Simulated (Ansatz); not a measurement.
C2H8O3Sn, SMILES C[CH2][Sn]([OH])([OH])[OH] (connectivity only; charge and spin as stated), charge +1, multiplicity 2.

Geometry optimised at PBE-D3(BJ)/def2-SVP. The def2 effective core potentials stand for the cores of Sn; spin–orbit coupling is left out. One conformer was computed; it need not be the lowest.

Two levels are set side by side: PBE/def2-SVPD (Ansatz, a first-principles code) and PBE0/def2-SVPD (Ansatz). Energy differences of separate SCF runs at the same geometry; the states with an electron removed or added have multiplicity 1 and 1. Differences are taken from unrounded values.

```tsv
quantity	PBE0	PBE	PBE minus PBE0
vertical ionisation energy (eV)	15.28	14.63	-0.64
vertical electron affinity (eV)	8.77	8.52	-0.25
```
